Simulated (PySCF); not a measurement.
Input for PySCF: R-HF/3-21G on H2OSTe (SMILES O[Te]S), a point of a torsion scan.

```python
from pyscf import gto, scf, dft, mp
from pyscf.data.elements import chemcore

mol = gto.M(
    atom='''
    O    -1.52639519    0.45749802   -0.44561257
    Te    0.08536073   -0.71723118   -0.27521104
    S    -1.04757829   -2.59479247    0.61927595
    H    -2.30615067   -0.07641507   -0.60514877
    H    -1.01747022   -2.27869831    1.91132883
    ''',
    basis='3-21g',
    charge=0, spin=0, verbose=3, max_memory=1800)
mf = scf.RHF(mol)
mf.conv_tol = 1e-8
mf.max_cycle = 100
mf.kernel()
if not mf.converged:
    mf = mf.newton().run(mf.mo_coeff, mf.mo_occ)
```

It printed:

```
converged SCF energy = -7053.8418534444
```

The run converged.

Cost: about 0.4 core-seconds (a rough figure).
